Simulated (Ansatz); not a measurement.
Stepwise reaction of `[NH]=[V]([F])([F])[F]` with hydrogen chloride, as a gas-phase model of exchange steps in deposition or etching. ΔE in kJ/mol.

Computed with Ansatz on PBE0-D4/def2-TZVP structures; ΔE is electronic, products minus reactants. CBS: MP2 limit from def2 TZ/QZ plus the TZ coupled-cluster correction, frozen cores. This one scheme is used for every species. Functionals use def2-TZVPP. B3LYP here is the variant with VWN-RPA as its local correlation; programs differ in this. For V outer-core shells are correlated without core-valence functions, which leaves a few kJ/mol of doubt a bond. Scalar relativity is left out up to krypton. Each species was taken in one conformer, which may not be the lowest.

```tsv
step	reaction	PBE-D4	B3LYP-D4	ωB97M-V	CCSD(T)/CBS
2	`[NH]=[V]([F])([F])[Cl]` + HCl → `[NH]=[V]([F])([Cl])[Cl]` + H–F	6.0	5.5	8.1	-6.2
3	`[NH]=[V]([F])([Cl])[Cl]` + HCl → `[NH]=[V]([Cl])([Cl])[Cl]` + H–F	4.7	4.3	7.1	-9.2
```

**Question.** Give the row of step 1, `[NH]=[V]([F])([F])[F]` + HCl → `[NH]=[V]([F])([F])[Cl]` + H–F. (Estimate.)

**Answer.** Computed: 
```csv
step,reaction,PBE-D4,B3LYP-D4,ωB97M-V,CCSD(T)/CBS
1,`[NH]=[V]([F])([F])[F]` + HCl → `[NH]=[V]([F])([F])[Cl]` + H–F,7.1,6.6,8.9,-3.3
```

**Question.** By hand: ΔE of the 3 steps together at CCSD(T)/CBS.

**Answer.** (-3.3) + (-6.2) + (-9.2) = -18.7 kJ/mol, or -6.2 kJ/mol a step.

In ΔE each step is lower than the one before. PBE-D4 differs from CCSD(T)/CBS by 10.4 to 13.9 kJ/mol a step. Isolated molecules leave out the surface, adducts and barriers. Largest T1 diagnostic: 0.031.
